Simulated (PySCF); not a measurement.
# Mayer bond orders and bond lengths

Compound: C8H17P.
Numbering: `[H][P:3]([CH:2]=[CH2:1])([CH:4]=[CH2:5])([CH2:6][CH3:7])[CH2:8][CH3:9]` (hydrogens: H10, H11 on C1; H12 on C2; H13 on P3; H14 on C4; H15, H16 on C5; H17, H18 on C6; H19, H20, H21 on C7; H22, H23 on C8; H24, H25, H26 on C9)

Structure used (GFN2-xTB), in Å, numbered top down from 1:
```xyz
26
C8H17P angstrom
C     -1.3405    2.2847   -0.9570
C     -0.5873    1.6654   -0.0652
P      0.0024   -0.0361   -0.3401
C     -1.1832   -1.3670   -0.7019
C     -0.9432   -2.6527   -0.4987
C      0.0810   -0.3830    1.5556
C     -1.2779   -0.3038    2.2379
C      1.8147   -0.3185   -0.5965
C      2.4537    0.9709   -1.0934
H     -1.5861    1.8028   -1.8916
H     -1.7309    3.2783   -0.8056
H     -0.3310    2.1225    0.8821
H     -0.0856    0.2162   -1.8374
H     -2.0246   -1.0371   -1.3033
H     -1.5970   -3.4250   -0.8749
H     -0.0898   -2.9870    0.0682
H      0.7771    0.3232    2.0235
H      0.4978   -1.3826    1.7171
H     -1.7171    0.6867    2.1305
H     -1.1924   -0.5253    3.3010
H     -1.9643   -1.0218    1.7912
H      2.3094   -0.6830    0.3055
H      1.8725   -1.0893   -1.3725
H      3.4551    0.7883   -1.4789
H      1.8454    1.3944   -1.8933
H      2.5207    1.7013   -0.2894
```

Bond orders from the PBE0/pcSseg-1 density (PySCF). Isolated species at its GFN2-xTB geometry, gas phase.

Q: Where do the orders between heavy atoms depart from those drawn in the SMILES?

A: The largest departure is 0.229, at P3–C6 (drawn single, 0.771). Drawn single, order below 0.88: P3–C6 (0.771).

Q: Set the Mayer orders of the bonds between heavy atoms beside their lengths.

A: 
| bond | drawn as | length (Å) | Mayer order |
| --- | --- | --- | --- |
| C1–C2 | double | 1.321 | 1.967 |
| C2–P3 | single | 1.822 | 0.886 |
| P3–C4 | single | 1.819 | 0.918 |
| C4–C5 | double | 1.324 | 1.949 |
| P3–C6 | single | 1.929 | 0.771 |
| C6–C7 | single | 1.523 | 1.039 |
| P3–C8 | single | 1.852 | 0.946 |
| C8–C9 | single | 1.522 | 1.051 |

By pair of heavy elements: C–C: lowest C6–C7 (1.039, 1.523 Å), highest C1–C2 (1.967, 1.321 Å). C–P: lowest P3–C6 (0.771, 1.929 Å), highest P3–C8 (0.946, 1.852 Å); in 2 of the 6 pairs the longer bond (by over 0.003 Å) has the higher order (by 0.02 or more).

Q: And the bonds to hydrogen?

A: C–H: 0.93 to 0.97 (16 bonds); H–P: 0.82 (1 bond).

Q: Sum the orders of all bonds at each heavy atom with more than one neighbour and set the sums beside the valence in the SMILES.

A: C1 3.857 (drawn 4), C2 3.795 (drawn 4), P3 4.340 (drawn 5), C4 3.808 (drawn 4), C5 3.850 (drawn 4), C6 3.702 (drawn 4), C7 3.934 (drawn 4), C8 3.867 (drawn 4), C9 3.934 (drawn 4). Orders between atoms that aren't bonded are not in these sums.

For a closed shell the Mayer order of atoms A and B is Σ (PS)μν (PS)νμ over the basis functions μ on A and ν on B, with P the density and S the overlap matrix.

The run behind these numbers computed NMR shieldings as well. Time: 61 s of wall time; peak memory 1.1 GiB. Hardware: one thread of an Arm Neoverse V1, shared host with 32 logical CPUs at a one-minute load of 12.
